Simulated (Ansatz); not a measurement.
```yaml
crystal:
  periodic: [false, false, false]
  atoms:
    - {symbol: F, position_ang: [-0.000578, -1.900999, 1.000134]}
    - {symbol: Ga, position_ang: [-0.133940, -0.336852, 0.221739]}
    - {symbol: S, position_ang: [1.666913, 0.403666, -0.767770]}
    - {symbol: Se, position_ang: [-2.190510, 0.689300, 0.367361]}
    - {symbol: H, position_ang: [2.358196, -0.696405, -0.418922]}
    - {symbol: H, position_ang: [-1.700070, 1.841292, -0.402531]}
basis:
  gaussian: {orbitals: STO-3G, point_charges: [{charge: 0.50, position_ang: [5.076, 0.726, -0.430]}]}
total_charge: -1
magnetization: {spin_polarized: false, initial_magnetization: 1}
hamiltonian: {xc: {name: revPBE}}
output: {forces: true}
```

```sh
$ ansatz run in.yaml --threads 2 --pin off --events-out ev --progress --plain --max-ram 32768MiB --backend cpu
```

Output, abridged:

```
Functional definition: revPBE
558 factors; integrals over basis functions are off by at most 3.4e-5 eV
mean field evaluation 1: about -128670.5515 eV, gradient 2.4e2 eV
mean field evaluation 2: about -128670.3514 eV, gradient 2.4e2 eV
mean field evaluation 4: about -129381.5160 eV, gradient 1.7e2 eV
mean field evaluation 8: about -129663.6974 eV, gradient 1.9e2 eV
mean field evaluation 16: about -129795.0316 eV, gradient 1.4e1 eV
mean field evaluation 32: about -129670.9674 eV, gradient 1.9e2 eV
mean field evaluation 64: about -129798.0004 eV, gradient 2.5e0 eV
mean field evaluation 96: about -129797.6768 eV, gradient 1.8e0 eV
mean field evaluation 128: about -129794.6055 eV, gradient 9.9e0 eV
mean field -129798.60499113 eV, -4770.0107527696 hartree, gradient 1.2e-5 eV, S^2 0.750000; 10 other end points of the search recorded, 0 dependent functions left out
reference -129798.60501742 eV, -4770.0107537356 hartree; 47, 46 occupied and 5, 6 virtual orbitals, 558 factors
Total energy: -129798.60501742 eV, -4770.0107537356 hartree
Atom 0 at    -0.000578    -1.900999     1.000134 Å, force     0.002551     0.756880    -0.418934 eV/Å
Atom 1 at    -0.133940    -0.336852     0.221739 Å, force    -0.612653    -0.285257     0.461811 eV/Å
Atom 2 at     1.666913     0.403666    -0.767770 Å, force    -0.404676     0.480947    -0.060388 eV/Å
Atom 3 at    -2.190510     0.689300     0.367361 Å, force     0.552909    -0.469923     0.051938 eV/Å
Atom 4 at     2.358196    -0.696405    -0.418922 Å, force     0.941978    -0.827073     0.086675 eV/Å
Atom 5 at    -1.700070     1.841292    -0.402531 Å, force    -0.194757     0.364404    -0.128889 eV/Å
Dipole moment:    -0.225926     0.125666    -0.005247 e Å
```

It took 6.5 s on 2 threads of an AMD EPYC 7R13 on a shared host, with 0.14 GiB of host memory at the peak.
